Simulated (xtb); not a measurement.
A run for xtb: GFN-FF on CF4O2Si (a complex), monomers drawn apart or pushed together.

```
$ xtb mol.xyz --gfnff --sp --chrg 0 --uhf 0
8

O      0.86698584    -0.27905425    -0.66582728
C      0.03998839     0.04391521     0.07756955
O     -0.79157941     0.36871643     0.81991630
F     -0.37351400     1.47693048     4.72632470
Si    -0.04507444    -0.04174809     4.92090998
F     -1.31836457    -0.91363332     4.65471769
F      1.10328731    -0.46648617     3.93681943
F      0.44055149    -0.27781241     6.39344458
```

Problem. Give the final energy of this run.

Solution. -1.1122 hartree.
